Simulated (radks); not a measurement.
Q: Excited configurations of the iridium ion Ir3+: one electron is placed in a higher orbital outside [Xe] 4f14 5d5. The ground configuration is [Xe] 4f14 5d6. All-electron calculation, Dirac Kohn-Sham, PBEsol, spin-unpolarised, spherical densities, point nucleus; open shells are shared between the two j in proportion to 2j + 1. Program: a radial shooting solver on a logarithmic mesh with Libxc functionals. Excitation = E - E(ground); binding = E(ion) - E, where the ion is the core of charge +4; n* = 4/sqrt(2 binding) in atomic units, and the quantum defect is n - n*. Eigenvalue and <r> are those of j = l + 1/2.

outer orbital  excitation (eV)  binding (eV)     n*  quantum defect  eigenvalue (eV)  <r> (bohr)
6s                       6.114        37.474  2.410           3.590          -32.934       2.344
6p                      15.297        28.290  2.774           3.226          -23.906       2.879
6d                      25.674        17.913  3.486           2.514          -15.419       3.999
7p                      28.511        15.077  3.800           3.200          -13.146       5.421
7d                      32.683        10.905  4.468           2.532           -9.559       6.995

Estimate the row for 6f.

A: excitation (eV) 33.661; binding (eV) 9.926; n* 4.683; quantum defect 1.317; eigenvalue (eV) -8.549; <r> (bohr) 6.790. The Delta-SCF ionisation energy is 43.588 eV (NIST Atomic Spectra Database: 40 eV, theoretical). Self-interaction in the functional shifts the binding energies and quantum defects, so they are the method's values and not measured ones. Spin polarisation and multiplet splitting are left out, so open shells lie too high by an amount that depends on their filling. Sharing an open shell by 2j + 1 raises it above the true ground level by a part of the spin-orbit splitting, which enters the differences from NIST.

Beside tabulated values, note that spin-unpolarised runs miss the spin-polarisation part of the exchange energy of open shells.
